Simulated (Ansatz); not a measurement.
H₅InO₄, SMILES `[OH][In-]([OH])([OH])[OH2+]`. Total charge 0; spin multiplicity 1. In takes the def2 core potential. The structure was optimised at the PBE0-D4/def2-TZVP level. It is one conformer, not always the lowest.

```xyz
10

O    -1.581   -1.377    1.170
In   -0.546   -0.175   -0.012
O     0.194   -0.876   -1.742
O    -0.524    1.817    0.151
O     1.735   -0.294    0.371
H    -1.864   -0.940    1.976
H    -0.103   -0.408   -2.524
H    -1.211    2.176    0.715
H     1.852   -0.537   -0.567
H     2.049    0.613    0.463
```

What is the dipole moment at ωB97M-V/def2-TZVPP? (Estimate.)

The calculation gave: 2.58 D, with components (0.76, 2.41, 0.52) D in this frame, pointing from negative to positive charge.

And with PBE, r2SCAN, B3LYP? (Best estimate.)

Computed: PBE 2.47 D, r2SCAN 2.54 D, B3LYP 2.56 D.

Give the Mulliken charges with ωB97M-V, PBE, B3LYP in def2-TZVPP. (Best estimate.)

Computed: 
| atom | ωB97M-V | PBE | B3LYP |
| --- | --- | --- | --- |
| O1 | -0.51 | -0.47 | -0.51 |
| In2 | 1.00 | 0.83 | 1.00 |
| O3 | -0.58 | -0.54 | -0.59 |
| O4 | -0.55 | -0.51 | -0.55 |
| O5 | -0.33 | -0.31 | -0.33 |
| H6 | 0.16 | 0.17 | 0.17 |
| H7 | 0.18 | 0.19 | 0.18 |
| H8 | 0.17 | 0.18 | 0.17 |
| H9 | 0.23 | 0.22 | 0.23 |
| H10 | 0.23 | 0.23 | 0.23 |

B3LYP here is the variant with VWN-RPA as its local correlation; programs differ in this.
